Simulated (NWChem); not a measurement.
Molecule: CrNH2SOF; SMILES [NH2][Cr](=[O])([F])=[S]

```xyz
7

Cr     0.0059    -0.2427     0.0486
O     -0.3836    -0.7805     1.4224
S     -0.0459     1.7341     0.0136
F      1.5568    -0.8048    -0.3882
N     -1.1900    -0.8307    -1.0964
H     -1.7916    -1.6179    -0.8646
H     -1.4829    -0.3298    -1.9309
```
Atoms are numbered in this order, from 1.

Level: PBE0/def2-SVP (NWChem), optimised geometry, unscaled harmonic frequencies. 

| frequency (cm⁻¹) | IR intensity (km/mol) |
|---|---|
| 222 | 5.3 |
| 245 | 4.9 |
| 262 | 4.0 |
| 295 | 6.0 |
| 322 | 4.5 |
| 407 | 5.0 |
| 512 | 159.6 |
| 607 | 14.7 |
| 706 | 6.6 |
| 761 | 131.7 |
| 801 | 104.7 |
| 1175 | 154.2 |
| 1474 | 39.1 |
| 3573 | 166.2 |
| 3698 | 70.6 |

| Item | Result |
|---|---|
| zero-point energy | 21.5 kcal/mol |
| thermal correction to the enthalpy at 298.15 K (with zero-point energy) | 25.9 kcal/mol |
| heat capacity Cv | 20.8 cal/(mol K) |
| entropy at 298.15 K and 1 atm (symmetry number 1) | 78.4 cal/(mol K) |
| dipole moment | 3.69 D |

Rigid rotor and harmonic oscillator.
